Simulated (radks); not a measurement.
The numbers below are computed, except where a source is named.
Problem. The platinum ion Pt4+, configuration [Xe] 4f14 5d5 5f1 (not the ground configuration). Code: a radial shooting solver on a logarithmic mesh with Libxc functionals. Model: scalar-relativistic Kohn-Sham, PBEsol, spin-unpolarised, spherical densities, finite nucleus; Fermi nuclear charge, rms radius 5.427 fm. Some entries of the table are withheld. Estimate them.

orbital  occ.  eigenvalue (Ry)  <r^2> (bohr^2)
1s          2        -5764.338             (1)
2s          2        -1016.330        0.006206
2p          6              (2)        0.005203
3s          2        -242.0126         0.04007
3p          6        -202.8116         0.04107
3d         10        -160.2020         0.03402
4s          2        -55.34944          0.1946
4p          6        -42.48572          0.2221
4d         10        -26.84042          0.2534
5s          2              (3)          0.9943
4f         14              (4)          0.3215
5p          6         -8.23875           1.302
5d          5         -4.24735           2.224
5f          1         -1.49307             (5)

Solution. 
(1) 1s <r^2> (bohr^2): 0.0004064
(2) 2p eigenvalue (Ry): -881.7891
(3) 5s eigenvalue (Ry): -11.68391
(4) 4f eigenvalue (Ry): -9.44500
(5) 5f <r^2> (bohr^2): 9.620
